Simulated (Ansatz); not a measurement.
CH$_{3}$NO$_{2}$Si, relaxed with RKS PBE-D4/def2-SVP in the Gaussian-basis code of Ansatz from a rough embedded geometry. The force threshold is 0.03 eV/Å; the program also tests the step.

Total charge 0; spin multiplicity 1.

Start:

```xyz
8

O     0.045   -1.507   -1.410
C    -0.024   -0.591   -0.529
N    -0.655   -0.491    0.603
Si    0.183    1.075    0.747
O     0.682    0.546   -0.692
H    -0.558   -2.290   -1.120
H     1.170    1.107    1.794
H    -0.843    2.151    0.607
```

**Question.** By how much does the energy fall, and how many steps does the optimiser take? (An estimate is asked.)

**Answer.** Computed: 0.84 eV, in 6 steps.

**Question.** Which bonds change most? (Estimate.)

**Answer.** The calculation gave: Si4–O5 from 1.612 to 1.785 Å; O1–C2 from 1.272 to 1.330 Å; Si4–H7 from 1.439 to 1.497 Å; O1–H6 from 1.030 to 0.980 Å.

**Question.** Give the relaxed structure. (An estimate is asked.)

**Answer.** The calculation gave: 
```xyz
8

O     0.028   -1.543   -1.445
C    -0.008   -0.588   -0.519
N    -0.669   -0.580    0.611
Si    0.081    1.018    0.785
O     0.746    0.520   -0.795
H    -0.551   -2.260   -1.111
H     1.157    1.199    1.809
H    -0.783    2.234    0.665
```
